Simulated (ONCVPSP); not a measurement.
## Sr (Z = 38), ONCV: configuration errors across variants

```
Element                 : strontium
Generator               : ONCVPSP 4.0.1
Type                    : optimised norm-conserving Vanderbilt (ONCV)
Functional              : PBE
Relativity              : scalar-relativistic
Frozen core             : [Ar] 3d10
Valence charge          : 10
Reference configuration : 4s2 4p6 5s2
Partial waves           : 4s+5s: rc 1.85 bohr, ncon 3, nbas 7, qcut 5.4 1/bohr, 2 projectors; 4p: rc 2.20 bohr, ncon 3, nbas 6, qcut 7.9 1/bohr, 2 projectors, debl 1.5 Ha; d scattering state at 0.31 Ha: rc 1.85 bohr, ncon 4, nbas 8, qcut 4.6 1/bohr, local
Local potential         : the d channel
Core correction         : Teter function, fcfact 4.75, rcfact 1.25
```

In the d channel the program set the typed energies aside and used 0.050 Ha.

All-electron excitation energies from the reference (eV): (1) 4s2 4p6 5s1 5.885; (2) 4s2 4p6 5s0 16.891; (3) 4s2 4p6 5s1.5 2.339; (4) 4s2 4p6 4d1 5s0 7.649.

3 further variants failed, have other tests or too few solved ones, and are left out.

A true bound ghost makes a file unfit for plane-wave use even where its test errors are small: the radial tests pick states by their node count and pass the ghost by.

Errors AE − PS in meV (a dash: test not solved or not reliable):

| change | (1) | (2) | (3) | (4) | bound ghosts | GHOST(+) flags above zero |
| --- | --- | --- | --- | --- | --- | --- |
| base | -0.6 | -2.5 | -0.2 | -9.4 | p | s |
| d: ncon 3, nbas 7 | -0.6 | -2.5 | -0.2 | -9.6 | p | s |
| all radii but the core radius scaled by about 1.07 (s 1.98, p 2.34, d 1.98 bohr) | -0.6 | -2.7 | -0.2 | -10 | none | s, p |
| p: qcut 12.1 | -0.6 | -2.5 | -0.2 | -8.2 | none | s |
| core correction Teter function, fcfact 7.8, rcfact 1.25 | -0.6 | -2.6 | -0.2 | -9.6 | p | s |
| s: nproj 4 | -0.6 | -2.5 | -0.2 | -9.3 | s, p | none |
| s: qcut 3.7; p: qcut 5.5; d: qcut 3.2 | -0.8 | -4.1 | -0.2 | -14 | s | s, p |

(1) Give the same row for: core correction Teter function, fcfact 4.75, rcfact 0.92.

Results:

(1) -0.6, -2.4, -0.2, -9.4; bound ghosts: p; GHOST(+) flags above zero: s.
